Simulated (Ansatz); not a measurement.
Geometry optimisation, UHF/def2-SVP in Ansatz.

Input file:

```yaml
crystal:
  periodic: [false, false, false]
  atoms:
    - { symbol: Ge, position_ang: [0.045463, -0.023949, -0.295846] }
    - { symbol: H, position_ang: [-0.03658, -0.016348, 2.462246] }
    - { symbol: H, position_ang: [1.507501, 0.0126, -0.774497] }
    - { symbol: C, position_ang: [-0.932892, 1.616812, -0.776068] }
    - { symbol: H, position_ang: [-2.008297, 1.43163, -0.785622] }
    - { symbol: H, position_ang: [-0.73093, 2.417306, -0.061848] }
    - { symbol: H, position_ang: [-0.629689, 1.956231, -1.769587] }
    - { symbol: H, position_ang: [-0.625663, -1.283194, -0.867501] }
    - { symbol: "N", position_ang: [-0.25511, 0.144319, 3.455466] }
    - { symbol: H, position_ang: [-0.388086, -0.763966, 3.871765] }
    - { symbol: H, position_ang: [0.569281, 0.54896, 3.867893] }
magnetization:
  spin_polarized: true
  initial_magnetization: 1
basis:
  gaussian: { orbitals: def2-SVP }
hamiltonian:
  xc: hf
relax:
  f_tol: 0.03
  max_steps: 50
```

Run as:

```bash
$ ansatz run input.yaml --threads 2 --pin off --max-ram 3072MiB --backend cpu --events-out ev --progress --plain --runs-dir out
```

Task: Where does it end, and by what steps?

Result: The forces met the threshold. The force dipped under the threshold on the way, but the program's further checks kept it going. After 44 steps the energy has fallen by 0.202 eV; H8 moved furthest, 1.44 Å.

| step | energy less start (eV) | largest force component (eV/Å) | accepted |
| --- | --- | --- | --- |
| 0 | 0.0000 | 1.210 | yes |
| 2 | -0.0690 | 0.561 | no |
| 4 | -0.1015 | 0.108 | yes |
| 6 | -0.1151 | 0.114 | yes |
| 8 | -0.1184 | 0.068 | yes |
| 10 | -0.1191 | 0.055 | yes |
| 12 | -0.1191 | 0.177 | no |
| 14 | -0.1191 | 0.201 | no |
| 16 | -0.1201 | 0.080 | yes |
| 18 | -0.1208 | 0.113 | yes |
| 20 | -0.1215 | 0.030 | yes |
| 22 | -0.1229 | 0.218 | yes |
| 24 | -0.1259 | 0.055 | yes |
| 26 | -0.1302 | 0.206 | yes |
| 28 | -0.1385 | 0.247 | yes |
| 30 | -0.1536 | 0.404 | yes |
| 32 | -0.1721 | 0.348 | yes |
| 34 | -0.1894 | 0.093 | yes |
| 36 | -0.1939 | 0.190 | yes |
| 38 | -0.1982 | 0.048 | yes |
| 40 | -0.1956 | 0.403 | no |
| 42 | -0.2017 | 0.109 | yes |
| 44 | -0.2024 | 0.018 | yes |

```xyz
11
Properties=species:S:1:pos:R:3
Ge -0.153 -0.331 -0.680
H 0.527 -0.573 3.007
H 1.320 -0.248 -0.238
C -1.083 1.385 -0.444
H -2.119 1.306 -0.777
H -1.065 1.654 0.611
H -0.591 2.169 -1.024
H -0.197 -0.794 -2.153
N 0.014 0.293 3.002
H -0.758 0.184 3.637
H 0.620 0.997 3.387
```

Whether the end is a true minimum wasn't checked by a vibrational analysis.

Run time: 84 s on 2 threads of Arm Neoverse V1, with other jobs on the host, peak memory 0.22 GiB.
